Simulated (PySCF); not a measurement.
Compound: C₉H₁₀.
Atom-mapped SMILES: `[CH2:1]=[C:2]([CH3:3])/[CH:4]=[CH:5]/[C:6]1=[CH:7][C:8]1=[CH2:9]` (hydrogens: H10, H11 on C1; H12, H13, H14 on C3; H15 on C4; H16 on C5; H17 on C7; H18, H19 on C9)

The same species was optimised twice, with GFN2-xTB and with PBE0-D3(BJ)/def2-SVP (PySCF), and the same property calculations (PySCF, gas phase) were run on both structures.

| coordinate | GFN2-xTB | PBE0-D3(BJ)/def2-SVP | change |
| --- | --- | --- | --- |
| C8=C9 (Å) | 1.314 | 1.335 | +0.021 |
| C5–C6 (Å) | 1.408 | 1.425 | +0.017 |
| C6–C8 (Å) | 1.456 | 1.444 | -0.012 |
| C2–C4 (Å) | 1.444 | 1.455 | +0.011 |
| C1=C2 (Å) | 1.337 | 1.348 | +0.011 |
| C7–C8 (Å) | 1.437 | 1.428 | -0.009 |
| C6=C7 (Å) | 1.341 | 1.334 | -0.007 |
| C4=C5 (Å) | 1.350 | 1.355 | +0.005 |
| C2–C3 (Å) | 1.501 | 1.500 | -0.001 |
| C1–C2–C4 (°) | 120.0 | 119.1 | -0.9 |
| C6–C8–C9 (°) | 152.8 | 152.0 | -0.8 |
| C7–C8–C9 (°) | 151.9 | 152.6 | +0.7 |
| C1–C2–C3 (°) | 121.3 | 122.0 | +0.7 |
| C5–C6–C8 (°) | 148.6 | 148.0 | -0.6 |
| C5–C6–C7 (°) | 149.7 | 150.3 | +0.6 |
| C4–C5–C6 (°) | 121.9 | 121.5 | -0.4 |
| C3–C2–C4 (°) | 118.7 | 118.9 | +0.2 |
| C1–C2–C4–C5 (°) | 180 | 180 | 0 |
| C4–C5–C6–C7 (°) | 180 | 180 | 0 |

Rotational constants: A = 4013, B = 751.1, C = 635.1 MHz (GFN2-xTB) against A = 3931, B = 751.0, C = 633.0 MHz (PBE0-D3(BJ)/def2-SVP). Point groups within 0.08 Å: Cs and Cs. Atoms that the bonding makes alike are paired by their places after alignment.

On the GFN2-xTB structure: HOMO (eV) -5.68 [PBE0/pcSseg-1]; LUMO (eV) -1.95 [PBE0/pcSseg-1]; dipole (D) 2.56 [PBE0/pcSseg-1]; GIAO shielding of C1 (ppm) 55.1 [PBE0/pcSseg-1]; GIAO shielding of C2 (ppm) 36.9 [PBE0/pcSseg-1]; GIAO shielding of C3 (ppm) 165.9 [PBE0/pcSseg-1]; GIAO shielding of C4 (ppm) 31.4 [PBE0/pcSseg-1]; GIAO shielding of C5 (ppm) 69.6 [PBE0/pcSseg-1]; GIAO shielding of C6 (ppm) 42.3 [PBE0/pcSseg-1]; GIAO shielding of C7 (ppm) 52.8 [PBE0/pcSseg-1]; GIAO shielding of C8 (ppm) 61.6 [PBE0/pcSseg-1].

What do these properties become on the PBE0-D3(BJ)/def2-SVP structure?

```
                                    property          level  on GFN2-xTB  on PBE0-D3(BJ)/def2-SVP  change
                                   HOMO (eV)  PBE0/pcSseg-1        -5.68                    -5.63   +0.05
                                   LUMO (eV)  PBE0/pcSseg-1        -1.95                    -1.95    0.00
                                  dipole (D)  PBE0/pcSseg-1         2.56                     2.67   +0.11
energy, GFN2-xTB geometry as zero (kcal/mol)  PBE0/pcSseg-1          0.0                     -0.9    -0.9
                  GIAO shielding of C1 (ppm)  PBE0/pcSseg-1         55.1                     51.8    -3.3
                  GIAO shielding of C2 (ppm)  PBE0/pcSseg-1         36.9                     34.9    -2.0
                  GIAO shielding of C3 (ppm)  PBE0/pcSseg-1        165.9                    164.6    -1.3
                  GIAO shielding of C4 (ppm)  PBE0/pcSseg-1         31.4                     28.4    -3.0
                  GIAO shielding of C5 (ppm)  PBE0/pcSseg-1         69.6                     67.6    -2.0
                  GIAO shielding of C6 (ppm)  PBE0/pcSseg-1         42.3                     41.6    -0.7
                  GIAO shielding of C7 (ppm)  PBE0/pcSseg-1         52.8                     53.2    +0.4
                  GIAO shielding of C8 (ppm)  PBE0/pcSseg-1         61.6                     59.0    -2.6
```

The heavy atoms differ by 0.020 Å rms after alignment. Among bonds between heavy atoms C8=C9 changes most (+0.021 Å). Changes are differences of the printed values. Neither structure is proved a minimum here.

Shape of the structure used: `[CH2:1]=[C:2]([CH3:3])/[CH:4]=[CH:5]/[C:6]1=[CH:7][C:8]1=[CH2:9]`: C1–C2–C4–C5 180°, C4–C5–C6–C7 180°.
